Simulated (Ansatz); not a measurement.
Geometry optimisation, RKS B3LYP-D4/def2-SVP in Ansatz 0.2.0.

Input file:

```yaml
crystal:
  periodic: [false, false, false]
  atoms:
    - { symbol: Ta, position_ang: [0.0, 0.0, 0.0] }
    - { symbol: "N", position_ang: [2.51, 0.0, 0.0] }
    - { symbol: H, position_ang: [3.04, -0.5118, 0.762] }
    - { symbol: H, position_ang: [3.04, 0.5118, -0.762] }
    - { symbol: F, position_ang: [0.0, 0.0, 1.93] }
    - { symbol: Cl, position_ang: [0.0, 0.0, -2.47] }
    - { symbol: F, position_ang: [-0.965, 1.6714, 0.0] }
    - { symbol: F, position_ang: [-0.965, -1.6714, 0.0] }
    - { symbol: Cl, position_ang: [0.8734, 2.088, -1.597] }
    - { symbol: H, position_ang: [2.1754, 1.1031, -0.8437] }
basis:
  gaussian: { orbitals: def2-SVP }
hamiltonian:
  xc: b3lyp
  dispersion: d4
relax:
  f_tol: 0.15
  max_steps: 25
  restrain:
    - { distance: [0, 8], at: 3.67, k: 30.0 }
    - { distance: [9, 1], at: 2.26, k: 30.0 }
    - { distance: [0, 1], at: 2.16, k: 30.0 }
    - { distance: [9, 8], at: 1.37, k: 30.0 }
output:
  orbitals: {}
```

Command:

```bash
$ ansatz run input.yaml --threads 4 --pin off --max-ram 5120MiB --backend cpu --events-out ev --progress --plain --runs-dir out
```

Task: Where does it end, and by what steps?

Result: The forces met the threshold. The restraints hold the end off the free minimum; the threshold counts their pulls, which the force column leaves out. Restrained pairs: Ta1–Cl9 (2.77 → 3.67 Å), N2–H10 (1.43 → 2.25 Å), Ta1–N2 (2.51 → 2.10 Å), Cl9–H10 (1.80 → 1.34 Å). After 11 steps the energy has fallen by 6.211 eV (the restraints' own energy left out); Cl9 moved furthest, 1.23 Å.

```tsv
step	energy less start (eV)	largest force component (eV/Å)	accepted
0	0.0000	5.119	yes
1	-1.5112	4.257	yes
2	-2.5829	4.505	yes
3	-3.9140	4.035	yes
4	-5.1361	1.478	yes
5	-5.7385	1.725	yes
6	-5.9309	1.748	yes
7	-6.0517	1.775	yes
8	-6.1470	1.863	yes
9	-6.1593	1.797	yes
10	-6.2026	1.946	yes
11	-6.2113	1.880	yes
```

```xyz
10
Properties=species:S:1:pos:R:3
Ta 0.031 -0.161 -0.070
N 2.126 -0.178 -0.179
H 2.684 -0.155 0.671
H 2.641 -0.569 -0.965
F 0.375 0.368 1.713
Cl 0.063 -0.615 -2.359
F -1.174 1.254 -0.280
F -0.746 -1.776 0.429
Cl 1.481 3.045 -1.123
H 2.229 1.980 -0.819
```

Time of the run: 49 s on 4 threads of Arm Neoverse V1, on a shared host, peak memory 0.45 GiB.
